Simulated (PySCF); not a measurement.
A structure optimised at PBE0-D3(BJ)/def2-TZVP, used in a PySCF frequency run:

```
C
H 1 1.0884
H 1 1.0884 2 111.52
H 1 1.0932 2 109.49 3 -121.34
Se 1 1.9208 2 110.40 4 -115.54
F 5 1.7608 1 96.07 2 -61.89
```

Question: Write its SMILES, formula and point group.

Answer: C[Se]F, CH₃FSe, Cs

Question: What are its rotational constants (standard atomic weights)?

Answer: 12.747, 7.4204, 4.8366 GHz
